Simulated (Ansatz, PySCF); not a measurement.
Ligand exchange on a metal centre used in film growth or etching (Ti Cl-NH2). Isolated molecules, 0 K electronic values unless said otherwise. One relaxed conformer stands for each flexible species; it need not be the lowest.

Quantity: redistribution energy (mixed species minus the weighted end members), in kcal/mol.

Level 1: SVWN5/6-31G* (LANL2DZ on Ti) // r2SCAN-D4/def2-SVP (PySCF)
Level 2: frozen-core MP2/6-31G* (LANL2DZ on Ti) // r2SCAN-D4/def2-SVP (PySCF)
Level 3: HF/3-21G // r2SCAN-D4/def2-SVP (PySCF)
Level 4: HF/def2-TZVPP // r2SCAN-D4/def2-SVP (Ansatz, a program for electronic structure)

```
species                                     level 1  level 2  level 3  level 4
------------------------------------------  -------  -------  -------  -------
1 of 4 Cl replaced by NH2: [Ti(Cl)3(NH2)]       [?]    -5.96    -13.4    -5.84
2 of 4 Cl replaced by NH2: [Ti(Cl)2(NH2)2]    -8.29    -9.95      [?]    -8.22
3 of 4 Cl replaced by NH2: [Ti(Cl)(NH2)3]       [?]    -9.46    -15.2    -6.95
```

Q: Some entries are withheld; supply them.

A: 
- 1 of 4 Cl replaced by NH2: [Ti(Cl)3(NH2)], level 1: -4.90
- 2 of 4 Cl replaced by NH2: [Ti(Cl)2(NH2)2], level 3: -19.0
- 3 of 4 Cl replaced by NH2: [Ti(Cl)(NH2)3], level 1: -8.16
